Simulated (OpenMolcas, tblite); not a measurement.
A ladder of methods for Si2NH5F (SMILES N[Si](F)[SiH3])

Si2NH5F has 9 atoms, charge 0, and is taken as a doublet. As SMILES, `N[Si](F)[SiH3]`. The shape is that of a PBE0-D4/def2-TZVP optimisation. This is one conformer, not always the lowest.

Quantity: the vertical energy of the quartet above the doublet, in eV. The values are calculated.

| level | kind | program | value (eV) | less CCSD(T)/def2-SVP | CPU time (all runs) |
| --- | --- | --- | --- | --- | --- |
| GFN2-xTB | semi-empirical | tblite | 4.96 | -1.77 | under 2 s |
| UHF/def2-SVP | Hartree–Fock | OpenMolcas | 6.25 | -0.48 | 30 s |
| USVWN5/def2-SVP | LDA | OpenMolcas | 6.23 | -0.50 | 1.7 min |
| U-revPBE/def2-SVP | GGA | OpenMolcas | 6.11 | -0.62 | 2.5 min |
| UM06-L/def2-SVP | meta-GGA | OpenMolcas | 6.62 | -0.11 | 3.7 min |
| UM06-2X/def2-SVP | hybrid meta-GGA | OpenMolcas | 6.80 | +0.07 | 4.9 min |
| UPBE0/def2-SVP | global hybrid | OpenMolcas | 6.45 | -0.28 | 2.4 min |
| ROCCSD(T)/def2-SVP | coupled cluster or CI | OpenMolcas | 6.73 | 0.00 | 3.2 min |

Differences are taken from ROCCSD(T)/def2-SVP for orientation; it has basis-set and higher-order errors of its own. The values span 4.96 to 6.80 eV. CPU times are rough (shared hosts, several kinds of processor): they show what a rung costs within a factor of a few.
